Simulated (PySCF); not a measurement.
These 2 structures share the formula C6H9NO. Method: PySCF, PBE0-D3(BJ)/def2-SVP geometry optimisation, gas phase. Energies are electronic, without zero-point or thermal terms, for one conformer each. No frequencies were run at this level. Point groups hold within 0.08 Å.

Question: Rank from lowest to highest electronic energy at this level (kcal/mol).
A. `CN(C)C1=CC=CO1`
B. `c1(cocc1)N(C)C`

Answer: A (0.0), B (4.4).

```tsv
SMILES	E (Eh)	E rel (kcal/mol)	dipole (D)	point group	A, B, C (MHz)
CN(C)c1ccco1	-363.32600	0.0	1.46	C1	4592, 1654, 1249
CN(C)c1ccoc1	-363.31893	4.4	1.69	C1	4617, 1570, 1201
```

Question: How do the relative energies change in single points at PBE0/pcSseg-1 (no added dispersion term) on the same geometries?

Answer: 
| SMILES | PBE0-D3(BJ)/def2-SVP (kcal/mol) | PBE0/pcSseg-1 (kcal/mol) | shift |
| --- | --- | --- | --- |
| CN(C)c1ccco1 | 0.0 | 0.0 | 0.0 |
| CN(C)c1ccoc1 | 4.4 | 4.8 | +0.4 |

Each column counts from its own lowest isomer. The order is unchanged; the largest shift is 0.4 kcal/mol.
